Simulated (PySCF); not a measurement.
C$_{3}$H$_{10}$Si, charge -1, doublet, at the geometry of the source list (a state made from the parent by changing its charge; the spin is typed, not shown lowest) (in this run its highest filled SCF level lies above zero, so its values depend strongly on the basis, on diffuse functions most of all). Base run: DF-B3LYP/6-31G (PySCF).

The PySCF input:
```python
from pyscf import gto, scf, dft

mol = gto.Mole()
mol.atom = '''
    Si    0.06090000    0.22490000    0.46560000
    C    -0.93200000    1.38420000   -0.67160000
    C     1.76960000   -0.11080000   -0.30300000
    C    -0.87690000   -1.41820000    0.67490000
    H     0.23360000    0.86220000    1.78490000
    H    -1.08030000    0.94810000   -1.65580000
    H    -1.91320000    1.59710000   -0.25810000
    H    -0.42270000    2.33340000   -0.80880000
    H     2.36230000   -0.76890000    0.32530000
    H     1.68360000   -0.58130000   -1.27870000
    H     2.33130000    0.80940000   -0.43310000
    H    -1.02380000   -1.91880000   -0.27830000
    H    -1.85700000   -1.25970000    1.11460000
    H    -0.33550000   -2.10170000    1.32220000
'''
mol.basis = '6-31g'
mol.charge = -1
mol.spin = 1
mol.verbose = 4
mol.build()

mf = dft.UKS(mol)
mf.xc = 'b3lyp'
mf = mf.density_fit(auxbasis='def2-universal-jkfit')
mf.kernel()
```

Each row names what was changed in the base input (with any setting that the change needs).

```json
[
 {"change": "base", "basis functions": "60", "E (Eh)": "-409.66168", "HOMO (eV)": "5.79", "core-seconds (rough)": "20"},
 {"change": "basis = STO-3G", "basis functions": "34", "E (Eh)": "-404.72297", "HOMO (eV)": "13.73", "core-seconds (rough)": "9"},
 {"change": "basis = LANL2DZ", "basis functions": "55", "E (Eh)": "-124.09405", "HOMO (eV)": "5.72", "core-seconds (rough)": "20"},
 {"change": "basis = 3-21G", "basis functions": "60", "E (Eh)": "-407.53407", "HOMO (eV)": "6.47", "core-seconds (rough)": "20"},
 {"change": "basis = 6-31G*", "basis functions": "80", "E (Eh)": "-409.71600", "HOMO (eV)": "5.76", "core-seconds (rough)": "30"},
 {"change": "basis = def2-SV(P)", "basis functions": "80", "E (Eh)": "-409.56820", "HOMO (eV)": "4.53", "core-seconds (rough)": "20"},
 {"change": "basis = 6-31G**", "basis functions": "110", "E (Eh)": "-409.73248", "HOMO (eV)": "5.74", "core-seconds (rough)": "40"},
 {"change": "basis = def2-SVP", "basis functions": "110", "E (Eh)": "-409.59362", "HOMO (eV)": "4.52", "core-seconds (rough)": "20"},
 {"change": "basis = pc-1", "basis functions": "110", "E (Eh)": "-409.77043", "HOMO (eV)": "4.16", "core-seconds (rough)": "20"},
 {"change": "basis = 6-311G**", "basis functions": "140", "E (Eh)": "-409.83983", "HOMO (eV)": "3.97", "core-seconds (rough)": "20"},
 {"change": "basis = 6-311+G(2d,p)", "basis functions": "176", "E (Eh)": "-409.90669", "HOMO (eV)": "1.88", "core-seconds (rough)": "40"},
 {"change": "basis = aug-pcseg-1", "basis functions": "186", "E (Eh)": "-409.84772", "HOMO (eV)": "0.83", "core-seconds (rough)": "70"},
 {"change": "basis = aug-cc-pVDZ", "basis functions": "186", "E (Eh)": "-409.87325", "HOMO (eV)": "1.19", "core-seconds (rough)": "50"}
]
```

Totals compare only among sets that treat the same electrons; sets with core potentials leave the core out.

Open shells are given as the SCF converged; they aren't shown to be the lowest states, and a large step between rows can be another state.
